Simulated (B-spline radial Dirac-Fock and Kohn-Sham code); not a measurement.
## Al⁺: eigenvalues, ΔSCF and the reference

System: Al⁺, [Ne] 3s2.

The density-functional columns are spherical, spin-unpolarised Dirac-Kohn-Sham results without Breit or QED terms: −ε is minus the orbital energy of the initial state and ΔSCF the difference of two total energies. The reference in the last column comes from Dirac-Fock (average of configuration) total-energy differences with a finite nucleus, the Breit interaction including its frequency dependence, and self-energy and vacuum-polarisation corrections. All numbers are from a radial B-spline solver, in eV; a selection of levels is shown. The Kohn-Sham columns are given as differences from the reference.

```csv
level,PBE −ε − DF,PBE ΔSCF − DF,LDA −ε − DF,LDA ΔSCF − DF,Dirac-Fock
K,-58.9,+12.3,-65.8,+5.2,1578.5
L1,-21.5,-7.3,-22.1,-8.0,138.0
L2,-12.6,+2.3,-12.5,+2.4,90.88
L3,-12.6,+2.2,-12.5,+2.3,90.47
M1,-2.7,+1.7,-2.6,+1.8,17.55
```

For the outermost level NIST gives 18.82855 eV (measured); the differences from it are PBE −ε -4.02, PBE ΔSCF +0.40, LDA −ε -3.91, LDA ΔSCF +0.54, Dirac-Fock -1.28 eV.

Values without a named source are computed, but for edge energies of neutral atoms, which are taken from tables.
